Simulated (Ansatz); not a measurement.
The molecule GeF+, closed-shell singlet (lowest of 2S+1 = 1, 3, 5 at CCSD(T)/def2-TZVPP on PBE0 minima; our sources give no spin for the ground state, which may be another). No spin–orbit coupling. Ge is treated without relativity.

The constants come from a fifth-degree fit in 1/R (seven points, main isotopes). Runs in def2 and cc sets follow the lowest solution found near the PBE0 minimum. The singlet is held restricted.

Codes used: Ansatz (a program for electronic structure) with Gaussian orbitals. Values without a source in brackets are computed.

Energies at PBE/def2-TZVPP:

| R (Å) | E (hartree) |
|---|---|
| 1.558946 | -2176.18915283 |
| 1.600853 | -2176.19767722 |
| 1.639408 | -2176.20233497 |
| 1.682991 | -2176.20464231 |
| 1.726574 | -2176.20444027 |
| 1.776863 | -2176.20177504 |
| 1.835533 | -2176.19618667 |

Task: With a reduced mass of 15.1140 u, find the minimum, the force constant and the constants.

Result: A fifth-degree polynomial in 1/R puts the minimum at r_e = 1.7004 Å with force constant 522 N/m. Then ω_e = (1/2πc)√(k/μ) = 766 cm⁻¹ and B_e = h/(8π²cμr_e²) = 0.3857 cm⁻¹; the cubic and quartic terms give α_e = 0.0024 and ω_e x_e = 3.1 cm⁻¹.
